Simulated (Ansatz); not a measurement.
Cr₂O⁺, relaxed as a doublet with UKS PBE0-D4/def2-TZVP in Ansatz, starting from packed atoms. Force threshold 0.02 eV/Å.

The charge 1 doublet is spin-contaminated (final ⟨S²⟩ up to 4.80, 0.75 for a pure state). The structure comes from a short search, and lower isomers may exist.

Start:

```xyz
3

Cr   -1.443    0.622    0.450
Cr    1.554    0.304   -0.649
O    -0.111   -0.926    0.200
```

Estimate the energy that the relaxation releases and the steps that it takes.

31.2 kcal/mol, in 14 steps; 35 s on 4 threads of Arm Neoverse V2 on a shared host. The force fell under the threshold at step 13, but the optimiser went on. No frequencies were taken in this run, so the end may be a saddle point.

Does the start keep its bonding and symmetry?

By distances, no bond broke or formed. The bond that changes most is Cr1–O3, from 2.06 to 1.68 Å (atoms count from 1). Point group Cs at the start, C∞v at the end, both within 0.05 Å.

Predict the relaxed structure.


```tsv
atom	x (Å)	y (Å)	z (Å)
Cr1	-1.648	0.138	0.610
Cr2	1.725	-0.143	-0.639
O3	-0.078	0.005	0.029
```
Bond lengths (bridged metal pairs left out): 2 × Cr–O 1.68 to 1.93 Å.
